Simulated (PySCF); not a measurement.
Relaxation of singlet SnI₃⁻

Level of theory: PySCF, PBE0, basis Sn def2-SVPD with ECP28, I def2-SVPD with ECP28 (scalar-relativistic core potentials, no spin–orbit coupling, density fitting). A (50,194) grid was used.

A hand-made trigonal pyramidal start, of C3v symmetry, held to at least that symmetry:

Coordinates in bohr (charge -1 multiplicity 1):
```
Sn    0.0000    0.0000   -1.8420
I     4.5550    0.0000    0.5801
I    -2.2775    3.9448    0.5801
I    -2.2775   -3.9448    0.5801
```

Task: What does it relax to?

Result: It ends at C3v with Sn–I 2.879 Å (×3); I–Sn–I 99.4° (×3) (after a last refinement on a finer grid). A frequency run shows a minimum.

Task: How much energy is released, and in how many steps?

Result: 24.1 kJ/mol in 7 steps.
